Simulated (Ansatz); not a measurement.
`F[SiH2][NH][AlH2]` + `O[SiH2]O` → `O[SiH2][O][AlH2]` + `N[SiH2]F`  (ligand exchange at the Al–N bond)

Calculated with Ansatz (gas phase, PBE0-D4/def2-TZVP geometries, no zero-point term in ΔE). CCSD(T)/CBS is the MP2 limit (def2-TZVPP, def2-QZVPP) plus CCSD(T) − MP2 in def2-TZVPP, frozen cores. Functionals use def2-TZVPP. B3LYP here is the variant with VWN-RPA as its local correlation; programs differ in this. HSE06 is defined as in plane-wave codes. One conformer a species, not always the lowest.

```
        level  ΔE (kJ/mol)
       PBE-D4        -50.7
       B97M-V        -58.6
     B3LYP-D4        -59.9
     HSE06-D4        -53.6
 CAM-B3LYP-D4        -62.4
        B3LYP        -61.5
      r2SCANh        -57.4
HF/def2-QZVPP        -70.9
```

(1) What does CCSD(T)/CBS give? (Estimate.)

Largest T1 diagnostic among the species: 0.012.

Answers

(1) Computed: -56.4 kJ/mol. The listed levels differ from it by 5.7, -2.2, -3.5, 2.8, -6.0, -5.1, -1.0, -14.5 kJ/mol.

From BLYP to BHLYP (50 % exact exchange), in def2-TZVPP and without D4, ΔE moves by −5.5 kJ/mol. In def2-TZVPP, CCSD(T) changes the Hartree–Fock value by +14.0 kJ/mol (the triples alone add +2.5 kJ/mol) and MP2 by +13.4 kJ/mol.
